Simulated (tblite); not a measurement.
Compound: C6H7ClO.
Cartesian coordinates in Å at the GFN2-xTB level; atoms count from 1:
```
atom  x, y, z in Å
C1     2.2223   -1.1010    0.0874
C2     1.1708   -0.3115    0.2316
C3     0.3220    0.1124   -0.8908
C4    -0.3768    1.4275   -0.8658
C5    -1.2088    0.1733   -0.7391
C6    -1.8026   -0.1254    0.5587
O7    -1.4748    0.2444    1.6387
Cl8   -3.2102   -1.2036    0.3939
H9     2.5185   -1.4856   -0.8751
H10    2.8310   -1.3903    0.9256
H11    0.8910    0.0630    1.2057
H12    0.6471   -0.2588   -1.8562
H13   -0.2787    2.0247    0.0285
H14   -0.4697    1.9942   -1.7790
H15   -1.7855   -0.1553   -1.5918
```

Calculated harmonic vibrations of the isolated species, GFN2-xTB (tblite), most abundant isotopes, no scaling. Against measured fundamentals such values can be off by several per cent, at times by over 20. One conformer, not necessarily the lowest.

Harmonic wavenumbers (cm⁻¹): 40.1, 80.7, 158.4, 194.6, 283.5, 307.4, 347.7, 437.1, 458.6, 625.4, 667.4, 735.6, 830.4, 856.4, 887.8, 899.5, 946.6, 985.2, 1018.5, 1021.0, 1068.1, 1076.3, 1113.5, 1179.4, 1229.6, 1268.1, 1315.0, 1365.5, 1416.9, 1450.6, 1699.1, 1814.1, 3038.4, 3081.1, 3086.0, 3092.6, 3101.5, 3113.6, 3139.8.

A = 3037, B = 1004, C = 926.0 MHz; mass 130.019 u (most abundant isotopes); point group C1, symmetry number 1.

Task: What is the zero-point energy?

Result: ½Σν̃ = 24716 cm⁻¹ = 70.67 kcal/mol.

Task: Give the ideal-gas entropy at 298.15 K and 1 bar in the rigid-rotor, harmonic-oscillator model (classical rotation).

Result: Translation 40.53, rotation 29.12, vibration 21.99: S = 91.6 cal/(mol K).

Task: And Cp and H(298.15 K) − H(0)?

Result: Cp = 31.63 cal/(mol K), of which vibrations give 23.68 (their classical limit is 39 R = 77.5); H(298.15 K) − H(0) = 5.82 kcal/mol without the zero-point energy, 3.45 from vibrations.

Task: Blend soft modes into free rotors: weight 1/[1 + (100 cm⁻¹/ν̃)⁴] for the oscillator and the rest for a rotor with moment μB/(μ + B), μ = h/(8π²ν), B = 10⁻⁴⁴ kg m². What vibrational entropy results?

Result: 19.97 cal/(mol K) in place of 21.99, which changes −T·S at 298.15 K by +0.60 kcal/mol.

Task: Which modes carry the vibrational entropy at 298.15 K?

Result: 40.1 cm⁻¹: 5.25; 80.7 cm⁻¹: 3.87; 158.4 cm⁻¹: 2.57; 194.6 cm⁻¹: 2.18; 283.5 cm⁻¹: 1.51; 307.4 cm⁻¹: 1.38 cal/(mol K); the other 33 give 5.23 together.

Task: How do the functions run with temperature in this model?

Result: 
```
T (K)  S (cal/(mol K))  Cp (cal/(mol K))  H − H(0) (kcal/mol)  G − H(0) (kcal/mol)  ln q(vib)
  150             74.6              19.6                 2.05                -9.14       2.37
  250             86.4              27.5                 4.40               -17.21       4.30
  400            102.1              39.9                 9.47               -31.37       7.24
  600            120.8              52.1                18.75               -53.70      11.20
  900            144.2              63.2                36.19               -93.57      16.85
```

q(vib) and H(0) count from the zero-point level.

Task: What must be added to the electronic energy to get the Gibbs energy at 298.15 K and 1 bar?

Result: ZPE + [H(298.15 K) − H(0)] − T·S = 70.67 + 5.82 − 27.32 = 49.17 kcal/mol.

Hindered rotation and anharmonicity are outside this model. Other conformers, if any are populated, would add a mixing term that is left out. The structure is chiral; the term R ln 2 for an equal mix with its mirror image is left out.
